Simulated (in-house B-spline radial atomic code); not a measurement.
The numbers below are computed, except where a source is named.
**Impurity-limited mobility of n-type InAs at n = 4.0557e16 cm⁻³, compensation 0.2**

For InAs the NSM archive of the Ioffe Institute lists m* = 0.023 m0 and ε = 15.15.

One parabolic, isotropic band at zero temperature, uniform dielectric constant, impurities scattering independently, no phonons and no central-cell term; real bands flatten as E_F rises, which lowers the mobility at the highest densities. In effective units each ion is a point charge Z in an electron gas; its screened potential is solved self-consistently in the LDA with open boundaries (B-splines, partial waves to l = 16), which gives the phase shifts δ_l at the Fermi level.

(1) Put the electron gas into effective units.

Self-consistent phase shifts (rad):

```tsv
l	donor, Z = +1	acceptor, Z = −1
0	0.3851	-0.3465
1	0.1382	-0.1364
2	0.0590	-0.0610
3	0.0272	-0.0288
4	0.0130	-0.0140
5	0.0064	-0.0069
6	0.0032	-0.0035
7	0.0016	-0.0018
8	0.0008	-0.0009
```

With all partial waves the Friedel sums are 1.000 and -1.000, and Σ (l + 1) sin²(δ_l − δ_(l+1)) is 0.07639 for the donor and 0.05918 for the acceptor. The screened donor binds no level.

(2) Find the transport cross sections, and compare them with the Born approximation for Thomas-Fermi screening (Brooks-Herring).

(3) With N_A/N_D = 0.2 and n = N_D − N_A, what are the mobility and the resistivity?

Results:

(1) a* = 0.0529177 nm × 15.15/0.023 = 34.86 nm and Ha* = 27211.386 meV × 0.023/15.15² = 2.727 meV. From 4π (r_s a*)³/3 = 1/n, r_s = 0.518. Then k_F = 1.91916/r_s = 3.7049 per a*, E_F = k_F²/2 = 6.8633 Ha* = 18.7 meV, and Mott's number n^(1/3) a* = 1.198.

(2) σ_tr = (4π/k_F²) × sum: 0.06994 a*² for the donor and 0.05418 a*² for the acceptor. Thomas-Fermi gives q_s² = 4k_F/π = 4.7173, so b = 4k_F²/q_s² = 11.639, and σ_Born = (2π/k_F⁴)(ln(1 + b) − b/(1 + b)) = 0.03335 × 1.6159 = 0.05389 a*² for either sign. The donor scatters 1.30 times and the acceptor 1.01 times as much. Two things differ from Brooks-Herring. First order with Lindhard's response and the LDA kernel gives 1.17 times σ_Born for either sign: screening weakens at large momentum transfer, and the exchange-correlation potential of the screening charge adds to the ion's own, which is the larger part in a thin gas. Higher orders then split the signs, leaving the donor at 1.10 and the acceptor, which keeps the electrons out, at 0.86 of that.

(3) N_D = 5.07e16 and N_A = 1.01e16 cm⁻³. μ = e/(ħ k_F Σ N σ_tr), with e/ħ = 15.193 cm²/(V·s) per nm². Here k_F = 0.1063 nm⁻¹, a*² = 1215 nm², 1 cm⁻³ = 1e-21 nm⁻³, and Σ N σ_tr = 0.004975 nm⁻¹, a mean free path of 201 nm. So μ = 28700 cm²/(V·s) and ρ = 1/(n e μ) = 0.00536 Ω·cm. Brooks-Herring would give 35900 cm²/(V·s). k_F times the mean free path is 21.4.
